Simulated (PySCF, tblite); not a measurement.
Isomers of C5H13N2 (doublet state), one GFN2-xTB conformer each. Single-point energies are computed at B3LYP/pcH-1 (PySCF, gas phase, no added dispersion term), electronic only. GFN2-xTB treats the open shell by occupation alone, and not every SCF solution was tested for stability.

Question: Rank them by B3LYP/pcH-1 energy, lowest first (kJ/mol).
A. `[CH3:1][CH2:2][CH2:3][NH:4][CH2:5][CH2:6][NH:7]` (doublet state) with C1–C2–C3–N4 62°, C2–C3–N4–C5 -171°, C3–N4–C5–C6 -71°, N4–C5–C6–N7 -62°, C5–C6–N7–H -87°
B. `[CH3:1][CH2:2][CH2:3][N:4][CH2:5][CH2:6][NH2:7]` (doublet state) with C1–C2–C3–N4 -173°, C2–C3–N4–C5 -125°, C3–N4–C5–C6 90°, N4–C5–C6–N7 62°, C5–C6–N7–H -60° and 60°

Answer: B (0.0), A (27.7).

GFN2-xTB itself gives, in the same order: 0.0, 30.4. Both levels put the same isomer lowest.

What happens when harmonic zero-point energies from GFN2-xTB frequencies are added?

| SMILES | ZPE (kJ/mol) | electronic (kJ/mol) | with ZPE (kJ/mol) |
| --- | --- | --- | --- |
| CCC[N]CCN | 466.1 | 0.0 | 0.0 |
| CCCNCC[NH] | 465.7 | 27.7 | 27.4 |

The zero-point energies span 0.4 kJ/mol. The order is unchanged.
